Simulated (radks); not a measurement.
Values are calculated unless marked as measured or tabulated.
The nuclear charge of the rhodium ion Rh2+ is varied continuously with 43 electrons held in [Kr] 4d7. Level of theory: Dirac Kohn-Sham, PBE, spin-unpolarised, spherical densities, point nucleus; open shells fill j = l - 1/2 first (a radial shooting solver on a logarithmic mesh with Libxc functionals). By the Hellmann-Feynman theorem dE/dZ = E(electron-nucleus)/Z, the electronic potential at the nucleus.

| Z | E (hartree) | E(electron-nucleus)/Z (hartree) | HOMO | e(HOMO) (eV) | <r> HOMO (bohr) |
|---|---|---|---|---|---|
| 44.5 | -4656.69814 | -252.768 | 4d5/2 | -18.570 | 1.543 |
| 44.75 | -4720.13331 | -254.713 | 4d5/2 | -21.952 | 1.495 |
| 45 | -4784.05465 | -256.658 | 4d5/2 | -25.508 | 1.452 |
| 45.25 | -4848.46220 | -258.603 | 4d5/2 | -29.230 | 1.413 |
| 45.5 | -4913.35605 | -260.548 | 4d5/2 | -33.113 | 1.377 |
| 45.75 | -4978.73639 | -262.495 | 4d5/2 | -37.151 | 1.343 |
| 46 | -5044.60342 | -264.442 | 4d5/2 | -41.341 | 1.312 |

The central difference of E at Z = 45 is -256.658 hartree, to compare with the third column; the second derivative is -7.78 hartree.
